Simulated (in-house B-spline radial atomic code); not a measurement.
Ionisation energies with and without relativity, with size and susceptibility from the Dirac run. Dirac energy differences include first-order Breit, QED and recoil terms. NIST's values go from ground level to ground level; the uncertainty of those that are theory runs from under 0.1 % in few-electron ions to several per cent in heavy many-electron ones. Computed with an all-electron radial atomic-structure program (B-spline basis): non-relativistic Hartree-Fock and Dirac-Hartree-Fock, averages of the configuration (point nuclei without relativity, finite nuclei with it).

| ion | configuration | configuration after | ionisation non-relativistic (eV) | ionisation Dirac Breit and QED (eV) | tabulated value (eV) | radius at density 0.001 (bohr) | diamagnetic susceptibility (10⁻⁶ cm³/mol) |
| --- | --- | --- | --- | --- | --- | --- | --- |
| K5+ | [Ne] 3s2 3p2 | [Ne] 3s2 3p1 | 97.31 | 97.35 | 99.44 | 2.567 | -6.0008 |
| Ca5+ | [Ne] 3s2 3p3 | [Ne] 3s2 3p2 | 104.61 | 104.65 | 108.78 | 2.516 | -6.4342 |
| Sc5+ | [Ne] 3s2 3p4 | [Ne] 3s2 3p3 | 112.02 | 112.08 | 110.68 | 2.458 | -6.7285 |
| Ti5+ | [Ne] 3s2 3p5 | [Ne] 3s2 3p4 | 119.54 | 119.62 | 119.533 | 2.399 | -6.921 |
| V5+ | [Ne] 3s2 3p6 | [Ne] 3s2 3p5 | 127.19 | 127.29 | 128.125 | 2.34 | -7.0382 |
| Cr5+ | [Ar] 3d1 | [Ne] 3s2 3p6 | 89.87 | 89.53 | 90.6349 | 2.336 | -7.2041 |
| Mn5+ | [Ar] 3d2 | [Ar] 3d1 | 93.42 | 93.04 | 95.604 | 2.323 | -7.3121 |
| Fe5+ | [Ar] 3d3 | [Ar] 3d2 | 96.91 | 96.49 | 98.985 | 2.304 | -7.3764 |
| Co5+ | [Ar] 3d4 | [Ar] 3d3 | ? | ? | ? | ? | ? |
| Ni5+ | [Ar] 3d5 | [Ar] 3d4 | 103.73 | 103.22 | 108 | 2.259 | -7.4128 |
| Cu5+ | [Ar] 3d6 | [Ar] 3d5 | 107.07 | 106.52 | 103 | 2.234 | -7.3985 |
| Zn5+ | [Ar] 3d7 | [Ar] 3d6 | 110.37 | 109.77 | 108 | 2.208 | -7.369 |
| Ga5+ | [Ar] 3d8 | [Ar] 3d7 | ? | ? | ? | ? | ? |
| Ge5+ | [Ar] 3d9 | [Ar] 3d8 | 116.87 | 116.15 | 115.9 | 2.157 | -7.2772 |
| As5+ | [Ar] 3d10 | [Ar] 3d9 | 120.07 | 119.29 | 121.19 | 2.132 | -7.2196 |
| Se5+ | [Ar] 3d10 4s1 | [Ar] 3d10 | 79.60 | 80.72 | 81.83 | 2.684 | -8.6103 |
| Br5+ | [Ar] 3d10 4s2 | [Ar] 3d10 4s1 | ? | ? | ? | ? | ? |
| Kr5+ | [Ar] 3d10 4s2 4p1 | [Ar] 3d10 4s2 | 76.58 | 76.83 | 78.49 | 2.865 | -10.939 |

Problem. Fill in the row of Co5+.

Solution. ionisation non-relativistic (eV): 100.34; ionisation Dirac Breit and QED (eV): 99.88; tabulated value (eV): 102; radius at density 0.001 (bohr): 2.282; diamagnetic susceptibility (10⁻⁶ cm³/mol): -7.4074.

Problem. Fill in the row of Ga5+.

Solution. ionisation non-relativistic (eV): 113.64; ionisation Dirac Breit and QED (eV): 112.98; tabulated value (eV): 112.7; radius at density 0.001 (bohr): 2.183; diamagnetic susceptibility (10⁻⁶ cm³/mol): -7.3277.

Problem. Fill in the row of Br5+.

Solution. ionisation non-relativistic (eV): 84.06; ionisation Dirac Breit and QED (eV): 85.28; tabulated value (eV): 87.39; radius at density 0.001 (bohr): 2.779; diamagnetic susceptibility (10⁻⁶ cm³/mol): -9.7259.
